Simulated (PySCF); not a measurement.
# Polarisability and C₆ of Ti(3+) (titanium, charge +3)

[Ar] 3d1, 2D determinant. Computed with PySCF 2.14 in aug-cc-pwCVTZ-DK, with scalar relativity by spin-free X2C-1e. Coupled (time-dependent) response in atomic units; α is the mean over directions.

```csv
method,mean α (bohr³),"α xx, yy, zz",C₆ (like pair),S(−4)
PBEsol,2.334,"2.522, 2.522, 1.958",6.040,2.043
```

S(−4) is the Cauchy moment in α(ω) = α(0) + S(−4) ω² + …

α(iu) at PBEsol:

```json
{"u (hartree)": "0", "α(iu) (bohr³)": "2.334"}
{"u (hartree)": "0.0500", "α(iu) (bohr³)": "2.329"}
{"u (hartree)": "0.100", "α(iu) (bohr³)": "2.314"}
{"u (hartree)": "0.200", "α(iu) (bohr³)": "2.259"}
{"u (hartree)": "0.300", "α(iu) (bohr³)": "2.181"}
{"u (hartree)": "0.500", "α(iu) (bohr³)": "1.996"}
{"u (hartree)": "0.750", "α(iu) (bohr³)": "1.758"}
{"u (hartree)": "1.00", "α(iu) (bohr³)": "1.534"}
{"u (hartree)": "1.50", "α(iu) (bohr³)": "1.156"}
{"u (hartree)": "2.00", "α(iu) (bohr³)": "0.8770"}
{"u (hartree)": "3.00", "α(iu) (bohr³)": "0.5366"}
{"u (hartree)": "5.00", "α(iu) (bohr³)": "0.2563"}
```

A single London oscillator, α(iu) = α/(1 + u²/ω²), gives C₆ = (3/4) ω α². Matching the computed C₆ needs ω = 4 × 6.040 / (3 × 2.334²) = 1.48 hartree.

For an ion, C₆ is the dispersion term alone; charge-induced terms of lower order in 1/R come first.

The components differ because the open shell of this determinant is not spherical; for a pure term their mean is the scalar polarisability.
